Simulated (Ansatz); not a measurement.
Reaction (substitution at a C–S bond): `C=CCSC(F)(F)F` + `OB(O)O` → `C=CCOB(O)O` + `FC(F)(F)S`

Gas-phase electronic energies from Ansatz, PBE0-D4/def2-TZVP geometries. CBS: MP2 limit from def2 TZ/QZ plus the TZ coupled-cluster correction, frozen cores. This one scheme is used for every species. DFT in def2-TZVPP. B3LYP here is the variant with VWN-RPA as its local correlation; programs differ in this. Each species was taken in one conformer, which may not be the lowest.

Q: Is it downhill or uphill in electronic energy at CCSD(T)/CBS, and by how much? (An estimate is asked.)

A: Ansatz gave: Uphill: ΔE = +0.56 eV.

Q: What do these levels give: PBE-D4, B3LYP-D4, B2PLYP, PBE, r2SCAN, B3LYP, HF/def2-TZVPP, CCSD(T)/def2-TZVPP, HF/def2-QZVPP, SCS-MP2/def2-QZVPP, MP2/CBS(def2), CCSD/CBS(def2)? (Best estimate.)

A: Computed: PBE-D4 0.56, B3LYP-D4 0.51, B2PLYP 0.49, PBE 0.52, r2SCAN 0.54, B3LYP 0.44, HF/def2-TZVPP 0.36, CCSD(T)/def2-TZVPP 0.51, HF/def2-QZVPP 0.35, SCS-MP2/def2-QZVPP 0.56, MP2/CBS(def2) 0.65, CCSD/CBS(def2) 0.53 eV.

Largest T1 diagnostic among the species: 0.012.

The D4 term adds +0.07 eV with B3LYP and +0.04 eV with PBE0; it sums over pairs of atoms, weighted by their polarisabilities, and B3LYP, whose exchange is more repulsive, gets the larger term. In def2-TZVPP, CCSD(T) changes the Hartree–Fock value by +0.16 eV (the triples alone add +0.03 eV) and MP2 by +0.25 eV.
